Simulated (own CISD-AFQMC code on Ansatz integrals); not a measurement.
Isomers of C2H5B. All species are isolated molecules in the gas phase. One relaxed conformer stands for each flexible species; it need not be the lowest. Strings in code marks are SMILES.

Quantity: electronic energy of isomers of C2H5B relative to `BC=C`, in kcal/mol. AFQMC values (own CISD-AFQMC code on Ansatz integrals) carry a statistical error of up to ±0.35 kcal/mol (one standard error) and the bias of the phaseless constraint.

Case: `[H]/B=C/C`. Geometry of `C(/C)=B\[H]` (neutral, multiplicity 1, Å):

```xyz
8

B      1.5809     0.2730     0.2983
C      0.3521     0.3109    -0.3200
C     -0.9680    -0.3174     0.0484
H      2.6429     0.2675     0.7902
H      0.3495     0.9074    -1.2365
H     -1.7392     0.4439     0.1938
H     -0.9000    -0.8986     0.9680
H     -1.3183    -0.9867    -0.7420
```

Task: What is the computed electronic energy of isomers of C2H5B relative to `BC=C` (frozen-core phaseless AFQMC with a CISD trial state/cc-pVDZ // B3LYP-D3(BJ)/def2-TZVP (own CISD-AFQMC code on Ansatz integrals))?

Result: 19.0 kcal/mol.
